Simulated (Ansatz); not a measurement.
Geometry optimisation, Ansatz 0.2.0, RKS PBE0-D4/def2-SVP.

Input file:

```yaml
crystal:
  periodic: [false, false, false]
  atoms:
    - { symbol: B, position_ang: [0.012597, -0.173721, 0.267357] }
    - { symbol: "N", position_ang: [0.034898, -0.244486, 1.743735] }
    - { symbol: H, position_ang: [-0.777994, -0.555886, 2.257986] }
    - { symbol: H, position_ang: [0.90657, -0.330428, 2.249533] }
    - { symbol: F, position_ang: [1.166751, -0.044192, -0.369131] }
    - { symbol: H, position_ang: [-1.019521, -0.315826, -0.336717] }
    - { symbol: F, position_ang: [-0.307866, 2.323714, 0.443338] }
    - { symbol: H, position_ang: [-0.248335, 1.939226, 1.282598] }
basis:
  gaussian: { orbitals: def2-SVP }
hamiltonian:
  xc: pbe0
  dispersion: d4
relax:
  f_tol: 0.03
  max_steps: 50
```

Launched with:

```bash
$ ansatz run input.yaml --threads 1 --pin off --max-ram 2048MiB --backend cpu --events-out ev --progress --plain --runs-dir out
```

Q: Where does it end, and by what steps?

A: It converged. After 7 steps the energy has fallen by 0.183 eV; F7 moved furthest, 0.44 Å.

```json
{"step": "0", "energy less start (eV)": "0.0000", "largest force component (eV/Å)": "2.238", "accepted": "yes"}
{"step": "1", "energy less start (eV)": "-0.1056", "largest force component (eV/Å)": "1.243", "accepted": "yes"}
{"step": "2", "energy less start (eV)": "-0.1519", "largest force component (eV/Å)": "0.944", "accepted": "yes"}
{"step": "3", "energy less start (eV)": "-0.1743", "largest force component (eV/Å)": "0.322", "accepted": "yes"}
{"step": "4", "energy less start (eV)": "-0.1748", "largest force component (eV/Å)": "0.291", "accepted": "yes"}
{"step": "5", "energy less start (eV)": "-0.1819", "largest force component (eV/Å)": "0.128", "accepted": "yes"}
{"step": "6", "energy less start (eV)": "-0.1829", "largest force component (eV/Å)": "0.041", "accepted": "yes"}
{"step": "7", "energy less start (eV)": "-0.1833", "largest force component (eV/Å)": "0.022", "accepted": "yes"}
```

```xyz
8
Properties=species:S:1:pos:R:3
B 0.035 -0.292 0.229
N 0.026 -0.113 1.631
H -0.800 -0.328 2.176
H 0.888 -0.137 2.166
F 1.198 -0.255 -0.408
H -0.989 -0.462 -0.382
F -0.362 2.498 0.839
H -0.230 1.687 1.289
```

Whether the end is a true minimum wasn't checked by a vibrational analysis.

Time of the run: 21 s on 1 thread of Arm Neoverse V2, with other jobs on the host, peak memory 0.14 GiB.
